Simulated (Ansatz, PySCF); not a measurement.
CH6AlOSi, SMILES [CH3][Al+][O][SiH3], charge +1.

Geometry optimised at PBE0-D3(BJ)/def2-SVP. The spin state was assumed, not searched. The isomer is the one that the SMILES or the coordinates give; other isomers of the formula were not compared. The values are those of a single conformer.

Vertical ionisation energy (IE) and electron affinity (EA) in eV. Rows of orbital energies are one-electron estimates. Where ΔSCF, EOM or ADC give a negative EA the extra electron is unbound and the value depends on the basis.

```tsv
level	IE	EA
−ε(HOMO), −ε(LUMO), B3LYP/def2-TZVP (PySCF)	13.07	7.34
−ε(HOMO), −ε(LUMO), PBE/def2-TZVP (PySCF)	11.92	7.92
ΔSCF, PBE0/def2-SVPD (Ansatz), final states of multiplicity 2 and 2	15.60	5.30
ΔSCF, PBE/def2-SVPD (Ansatz), final states of multiplicity 2 and 2	15.23	5.39
```

Q: What vertical singlet–triplet gap does ΔSCF give with PBE0/def2-SVPD (Ansatz, a quantum-chemistry and plane-wave program) and with PBE/def2-SVPD (Ansatz)? (The exact figures need the calculation; the answer reports its results.)

A: 5.46 and 4.88 eV (triplet above singlet where positive).
